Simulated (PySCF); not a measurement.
## Correlation energy of Pb+ (lead, charge +1)

[Xe] 4f14 5d10 6s2 6p1, 2P determinant. All numbers are calculated (PySCF 2.14, the spin-free X2C one-electron Hamiltonian (Gaussian nucleus), in x2c-TZVPPall). Frozen: [Kr] 4d10 4f14; 21 electrons correlated.

MP2 pair energies summed by pair of shells (mhartree):

```
 pair   energy  share (%)
5d-5d  -218.87       46.0
5d-6s   -86.82       18.3
5p-5d   -69.12       14.5
5p-5p   -19.52        4.1
5d-6p   -18.65        3.9
6s-6s   -15.35        3.2
5s-5d   -13.44        2.8
6s-6p   -11.12        2.3
5p-6s    -9.59        2.0
5s-5p    -8.42        1.8
5s-5s    -1.80        0.4
5p-6p    -1.78        0.4
5s-6s    -0.78        0.2
5s-6p    -0.14        0.0
```

Total MP2 correlation energy: -475.39 mhartree.

Same-spin part -166.80 and opposite-spin part -308.59 mhartree; SCS-MP2 scales them by 1/3 and 6/5 to -425.91 mhartree.

This basis was not built for core-valence correlation, so the inner-shell part is incomplete.
